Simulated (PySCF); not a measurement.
Si(AsH2)2(H)2 (As2H6Si), SMILES [AsH2][SiH2][AsH2]. Coordinates come from a PBE-D3(BJ)/def2-SVP optimisation. The structure was generated by enumeration, and PubChem lists no compound with its InChIKey, so it may never have been made.

Computed equilibrium geometry at PBE-D3(BJ)/def2-SVP (PySCF confirms it by a frequency run) as a Z-matrix, and its point group:
point group C2v.
```
Si
H 1 1.5073
H 1 1.5073 2 107.47
As 1 2.3937 2 107.42 3 115.32
H 4 1.5414 1 91.46 2 76.62
H 4 1.5414 5 91.38 1 -91.50
As 1 2.3937 2 107.42 3 -115.32
H 7 1.5414 1 91.46 2 -168.03
H 7 1.5414 8 91.38 1 -91.50
```
Charge 0, spin multiplicity 1.
